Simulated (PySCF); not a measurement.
Harmonic spectrum computed at PBE0 in the def2-SVP basis family (core potentials from Rb on, PySCF, no spin–orbit coupling):

```
ω (cm⁻¹)  IR (km/mol)
     177          0.3
     532         76.6
     547         10.0
```

Problem. Which molecule gave it? In each, all ligands are bound to the one heavy central atom.
A. VS₂ (doublet)
B. CeS₂ (singlet)
C. TaS₂ (doublet)
D. RuS₂ (quintet)

Solution. C. It has C2v symmetry with Ta–S 2.152 Å (×2).
